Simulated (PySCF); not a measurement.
**Li (lithium, neutral) across methods**

[He] 2s1, 2S determinant. Calculation: PySCF 2.14, in aug-cc-pCVQZ-DK; scalar relativity by spin-free X2C-1e.

| method | E (hartree) | mean ε 1s α (eV) | mean ε 1s β (eV) | mean ε 2s α (eV) | Σ⟨r²⟩ (bohr²) | ⟨S²⟩ |
| --- | --- | --- | --- | --- | --- | --- |
| PBE | -7.4628 | -51.742 | -51.515 | -3.227 | 17.98 | 0.750 |
| PBE0 | -7.4679 | -55.881 | -55.597 | -3.831 | 17.98 | 0.750 |
| UHF | -7.43339 | -67.669 | -67.180 | -5.344 | 18.62 | 0.750 |
| wB97X-V | -7.4798 | -58.246 | -58.023 | -5.360 | 18.12 | 0.750 |
| PBEsol | -7.3982 | -51.227 | -51.023 | -3.160 | 18.16 | 0.750 |
| LDA | -7.3446 | -51.020 | -50.809 | -3.165 | 18.30 | 0.750 |
| B97-3 | -7.4878 | -56.343 | -56.149 | -3.769 | 17.94 | 0.750 |

Q: Estimate the same row for r2SCAN.

A: E (hartree) = -7.4805; mean ε 1s α (eV) = -53.294; mean ε 1s β (eV) = -53.126; mean ε 2s α (eV) = -3.264; Σ⟨r²⟩ (bohr²) = 18.01; ⟨S²⟩ = 0.750.
